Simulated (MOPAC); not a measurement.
MOPAC input (PM3):

```
PM3 1SCF CHARGE=-1 GEO-OK AUX(PRECISION=9) THREADS=1
CH4BO2

C     1.40597900 1   -0.46526400 1    0.20245500 1
B     0.02338900 1   -0.00774000 1    0.00336800 1
O    -1.12920600 1   -0.85492200 1   -0.05681100 1
O    -0.38282100 1    1.35527900 1   -0.16091400 1
H     1.68055000 1   -1.51374800 1    0.32444900 1
H     2.26231600 1    0.20898300 1    0.24330700 1
H    -0.81459100 1   -1.75463000 1    0.05699800 1
H     0.41512700 1    1.88682000 1   -0.11451900 1
```

From the output:

```
                                                       MOPAC v23.2.5 Linux

          FINAL HEAT OF FORMATION =       -162.07335 KCAL/MOL =    -678.11492 KJ/MOL

          COSMO AREA              =         95.37 SQUARE ANGSTROMS
          COSMO VOLUME            =         77.99 CUBIC ANGSTROMS

          IONIZATION POTENTIAL    =          1.904375 EV
          HOMO LUMO ENERGIES (EV) =         -1.904  8.840
          NO. OF FILLED LEVELS    =         12
          MOLECULAR WEIGHT        =         58.8514         POINT GROUP:  C2v

          MOLECULAR DIMENSIONS (Angstroms)

            Atom       Atom       Distance
            H     8    H     7     3.84731
            H     5    O     4     2.89963
            H     6    O     3     0.00000

          SCF CALCULATIONS        =          1

   ATOM   CHEMICAL          X               Y               Z
  NUMBER   SYMBOL      (ANGSTROMS)     (ANGSTROMS)     (ANGSTROMS)

     1       C          1.40597900  *  -0.46526400  *   0.20245500  *
     2       B          0.02338900  *  -0.00774000  *   0.00336800  *
     3       O         -1.12920600  *  -0.85492200  *  -0.05681100  *
     4       O         -0.38282100  *   1.35527900  *  -0.16091400  *
     5       H          1.68055000  *  -1.51374800  *   0.32444900  *
     6       H          2.26231600  *   0.20898300  *   0.24330700  *
     7       H         -0.81459100  *  -1.75463000  *   0.05699800  *
     8       H          0.41512700  *   1.88682000  *  -0.11451900  *

                             CARTESIAN COORDINATES

   1    C        1.405979000    -0.465264000     0.202455000
   2    B        0.023389000    -0.007740000     0.003368000
   3    O       -1.129206000    -0.854922000    -0.056811000
   4    O       -0.382821000     1.355279000    -0.160914000
   5    H        1.680550000    -1.513748000     0.324449000
   6    H        2.262316000     0.208983000     0.243307000
   7    H       -0.814591000    -1.754630000     0.056998000
   8    H        0.415127000     1.886820000    -0.114519000

           Empirical Formula: C H4 O2 B  =     8 atoms

      MOLECULAR POINT GROUP   :   C2v

                  EIGENVALUES
 -31.57944 -31.11326 -21.90318 -13.66028 -10.52610  -9.91867  -9.24359  -8.76278
  -6.63371  -6.13276  -5.73381  -1.90438   8.84020   9.13158  10.15691  10.61736
  10.66614  11.61679  11.97594  12.46680

              NET ATOMIC CHARGES AND DIPOLE CONTRIBUTIONS

  ATOM NO.   TYPE          CHARGE      No. of ELECS.   s-Pop       p-Pop
    1          C          -0.732091        4.7321     1.18494     3.54715
    2          B          -0.041110        3.0411     0.96232     2.07879
    3          O          -0.340742        6.3407     1.74416     4.59659
    4          O          -0.340743        6.3407     1.74416     4.59659
    5          H           0.060943        0.9391     0.93906
    6          H           0.060943        0.9391     0.93906
    7          H           0.166400        0.8336     0.83360
    8          H           0.166400        0.8336     0.83360
 DIPOLE           X         Y         Z       TOTAL
 POINT-CHG.    -1.923     0.636    -0.277     2.044
 HYBRID         1.019    -0.337     0.147     1.083
 SUM           -0.904     0.299    -0.130     0.961

          ATOMIC ORBITAL ELECTRON POPULATIONS

     Atom    s        px        py        pz
    1  C   1.18494   1.03007   1.00281   1.51427
    2  B   0.96232   0.71316   0.64862   0.71701
    3  O   1.74416   1.51747   1.20972   1.86940
    4  O   1.74416   1.39887   1.32594   1.87178
    5  H   0.93906
    6  H   0.93906
    7  H   0.83360
    8  H   0.83360

 **********************
 *                    *
 * JOB ENDED NORMALLY *
 *                    *
 **********************

 == MOPAC DONE ==
```

The dipole moment of an ion depends on the origin.

The geometry given is a B3LYP-D3(BJ)/def2-TZVP minimum.
